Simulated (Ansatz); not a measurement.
`[AlH2][SiH2][GeH3]` + CH₃SH → `CS[SiH2][GeH3]` + `[AlH3]` at 600 K and 1 bar (cleavage of the Si–Al bond).

Computed with Ansatz on PBE0-D4/def2-TZVP structures; ΔE is electronic, products minus reactants. CBS: MP2 limit from def2 TZ/QZ plus the TZ coupled-cluster correction, frozen cores. This one scheme is used for every species. For Ge outer-core shells are correlated without core-valence functions, which leaves a few kJ/mol of doubt a bond. Scalar relativity is left out up to krypton. Each species was taken in one conformer, which may not be the lowest.

| species | CCSD(T)/CBS energy (Eh) | H − E (kJ/mol) | S (J/(mol·K)) |
| --- | --- | --- | --- |
| `[AlH2][SiH2][GeH3]` | -2611.38547 | 206.7 | 472.7 |
| CH₃SH | -438.22835 | 152.3 | 296.8 |
| `CS[SiH2][GeH3]` | -2805.84917 | 281.2 | 495.4 |
| `[AlH3]` | -243.78045 | 74.2 | 242.3 |

H − E and S are ideal-gas, rigid-rotor, harmonic terms from PBE0-D4/def2-TZVP, for one conformer and one mirror image of each species. 1 Eh = 2625.50 kJ/mol, R = 8.31446 J/(mol·K).

**Question.** By hand: ΔE, ΔH, ΔS and ΔG.

**Answer.** ΔE = (-2805.84917) + (-243.78045) − (-2611.38547) − (-438.22835) = -0.01580 Eh = -41.5 kJ/mol. Δ(H − E) = 281.2 + 74.2 − 206.7 − 152.3 = -3.6, so ΔH = -45.1 kJ/mol. ΔS = 495.4 + 242.3 − 472.7 − 296.8 = -31.8 J/(mol·K). ΔG = -45.1 − 600 × (-31.8)/1000 = -26.0 kJ/mol.

**Question.** By hand: the equilibrium constant, and the temperature at which ΔG would vanish if ΔH and ΔS stayed fixed.

**Answer.** log₁₀ K = −ΔG/(RT ln 10) = 2.3. ΔG = 0 at ΔH/ΔS = 1418 K.

TΔS isn't small against ΔH here. A doubt of 5 kJ/mol in ΔE shifts log₁₀ K by 0.4 here. Other conformers and mirror images would add mixing entropy, several J/(mol·K) or more a flexible species. Modes under 60 cm⁻¹, often nearly free rotors, make the harmonic entropy too high. These are equilibria of isolated gas molecules and say nothing of rates. Largest T1 diagnostic: 0.012 (customary marks: 0.02 for closed shells, 0.045 for open ones).
